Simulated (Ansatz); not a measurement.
**Match the barriers**

Saddle point of SiH$_{4}$OF$_{2}$, singlet (SiH₂OF₂ ([OH][SiH]([F])[F]) + H₂ → SiH₂F₂ ([F][SiH2][F]) + H₂O; bonds formed: Si1–H7, O2–H6; bonds broken: Si1–O2, H6–H7), PBE0-D4/def2-TZVP structure:

```
8
angstrom
Si -0.3559 0.4766 -0.1282
O 0.9653 -0.5640 0.6266
F -0.4554 0.3687 -1.7200
F -1.6668 0.9234 0.6657
H 0.4382 1.7165 0.0045
H 0.1293 -1.2620 0.2850
H -0.9260 -1.1033 -0.0256
H 1.8714 -0.5559 0.2920
```

Program: Ansatz 0.2.0. Basis: def2-TZVPP, with def2-QZVPP for the basis limit. Cores are frozen in the correlated methods. Extrapolation: Hartree–Fock as exp(−7.88 √X), correlation as X^−2.97. Four methods, as single points on the PBE0-D4 structures, gave these electronic barriers from the start structure: 42.87, 55.25, 60.81, 75.89 kcal/mol.

Problem. The methods were, in alphabetical order, HF, MP2, PBE0-D4, SPW92. Which gave which? (Judge from chemistry; the calculation decides.)

Solution. The calculation gives: SPW92 42.87; PBE0-D4 55.25; MP2 60.81; HF 75.89 kcal/mol. For comparison, CCSD(T) at an estimated basis limit (MP2 extrapolated from triple and quadruple zeta, plus CCSD(T) − MP2 in triple zeta) gives 61.32 kcal/mol.

T1 diagnostic: at most 0.013.

Labels in which every atom is bracketed show which atoms are joined, not bond orders.

For scale, one of the runs: CCSD(T)/def2-TZVPP, 191 basis functions, launched by `ansatz run in.yaml --threads 4 --pin off --events-out ev --progress --plain --max-ram 9574MiB`. Hardware: 4 CPU threads of an Arm Neoverse V2, shared host. Wall time 40 s; peak host memory 2.2 GiB.
